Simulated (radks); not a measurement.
Task: The table gives one normalised radial function P(r) = r R(r) of Tl10+ in [Xe] 4f14 5d3 (r in bohr). All-electron calculation, non-relativistic Kohn-Sham, LB94 model potential, spin-polarised, spherical densities, point nucleus; open shells are filled with parallel spins first (spin-orbit coupling, left out, can overturn this in heavy ions); relativity is left out, which matters for an element this heavy. Program: a radial shooting solver on a logarithmic mesh with Libxc functionals.

r,P
0.00303,0.0000
0.004042,0.0000
0.00539,0.0000
0.00719,0.0000
0.009589,0.0001
0.01279,0.0004
0.01706,0.0010
0.02275,0.0030
0.03035,0.0081
0.04047,0.0214
0.05398,0.0533
0.07142,0.1210
0.09526,0.2583
0.1271,0.4967
0.1695,0.8420
0.226,1.2255
0.3015,1.4938
0.4021,1.5021
0.5363,1.2241
0.7153,0.7808
0.954,0.3732
1.272,0.1257
1.697,0.0265
2.263,0.0029
3.019,0.0001
4.026,0.0000
5.37,0.0000

Which n and l does it have? It may be an empty orbital.

Result: n = 4, l = 3: the number of nodes gives n - l - 1 = 0, the rise at small r (about r^(l+1)) gives l, and the extent must fit the shell. The curve is that of 4f up; the table hardly tells the two spins apart. 4f up: eigenvalue -316.28 eV, 0 radial nodes, <r> = 0.451 bohr, 90 % of the charge inside 0.712 bohr.
